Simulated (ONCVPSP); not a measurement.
**Reading a pseudo-wave (chlorine (Cl))**

Columns: radius, all-electron u(r) and pseudo u(r) of the 3p shell (level -8.46 eV) of chlorine in the configuration [Ne] 3s2 3p5; BLYP, scalar-relativistic, ONCV scheme, ONCVPSP 4.0.1.

```csv
r (bohr),all-electron,pseudo
0.078,-0.1418,0.0063
0.155,-0.3009,0.0247
0.232,-0.3615,0.0547
0.310,-0.3303,0.0961
0.388,-0.2372,0.1468
0.465,-0.1129,0.2041
0.542,0.0232,0.2668
0.620,0.1596,0.3339
0.698,0.2864,0.4025
0.775,0.3977,0.4691
0.852,0.4933,0.5325
0.930,0.5742,0.5912
1.008,0.6394,0.6430
1.085,0.6895,0.6865
1.162,0.7264,0.7219
1.240,0.7520,0.7486
1.318,0.7672,0.7656
1.395,0.7736,0.7731
1.472,0.7727,0.7726
1.550,0.7658,0.7658
1.628,0.7540,0.7540
1.705,0.7386,0.7386
1.782,0.7202,0.7202
1.860,0.6993,0.6993
1.938,0.6768,0.6768
2.015,0.6534,0.6534
```

(1) How many radial nodes do the two functions have?

(2) At about which radius was the pseudo-wave matched?

(3) Where does each function peak?

(4) Is the pseudo-wave norm-conserving?

Answers

(1) The all-electron 3p function has n − l − 1 = 1; the pseudo-wave has 0, since the states of the same l below it are removed with the core.

(2) 1.55 bohr. The columns agree to 0.0005 from 1.40 bohr on; several derivatives are matched, so the curves merge somewhat inside the radius.

(3) Outermost all-electron maximum near 1.40 bohr, pseudo maximum near 1.40 bohr (to the table’s step).

(4) Yes: the ONCV scheme keeps the norm inside the radius equal to the all-electron one, which fixes the energy derivative of the logarithmic derivative at the level.
